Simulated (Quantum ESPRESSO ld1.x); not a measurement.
Values are calculated unless marked as measured or tabulated.
Q: Nd2+, 58 electrons, occupied as [Xe] 4f4. Code: ld1.x of Quantum ESPRESSO 7.5. Model: scalar-relativistic Kohn-Sham, LDA (Slater exchange, Perdew-Wang correlation), spin-polarised, spherical densities, point nucleus; open shells are filled with parallel spins first. Some entries of the table are withheld. Estimate them.

| orbital | occ. | eigenvalue (hartree) | <r> (bohr) | r(max) (bohr) |
|---|---|---|---|---|
| 1s down | 1 | -1593.93 | 0.02365 | 0.01511 |
| 1s up | 1 | -1593.93 | 0.02365 | 0.01511 |
| 2s up | 1 | -258.230 | 0.1010 | 0.08557 |
| 2s down | 1 | -258.229 | 0.1010 | 0.08557 |
| 2p up | 3 | -230.999 | 0.08883 | 0.06894 |
| 2p down | 3 | -230.998 | 0.08882 | 0.06894 |
| 3s up | 1 | -56.3778 | 0.2667 | 0.2440 |
| 3s down | 1 | -56.3368 | 0.2666 | 0.2440 |
| 3p up | 3 | -47.7894 | 0.2648 | 0.2389 |
| 3p down | 3 | -47.7488 | 0.2647 | 0.2389 |
| 3d up | 5 | -35.8419 | 0.2419 | 0.1960 |
| 3d down | 5 | -35.8100 | 0.2418 | 0.1959 |
| 4s up | 1 | -11.6077 | 0.6078 | 0.5653 |
| 4s down | 1 | -11.5029 | 0.6077 | 0.5651 |
| 4p up | 3 | -8.79384 | 0.6438 | 0.5901 |
| 4p down | 3 | -8.68873 | 0.6437 | 0.5898 |
| 4d up | 5 | -4.79348 | 0.7079 | 0.6188 |
| 4d down | 5 | -4.68883 | 0.7082 | 0.6184 |
| 5s up | 1 | -1.99613 | 1.464 | 1.315 |
| 5s down | 1 | -1.93142 | 1.478 | 1.323 |
| 5p up | 3 | -1.31113 | 1.705 | 1.490 |
| 5p down | 3 | -1.26069 | 1.729 | 1.505 |
| 4f up | 4 | (1) | 1.065 | 0.6630 |
| 4f down | 0 | (2) | 1.121 | 0.6653 |

A: 
(1) 4f up eigenvalue (hartree): -0.57762
(2) 4f down eigenvalue (hartree): -0.48836
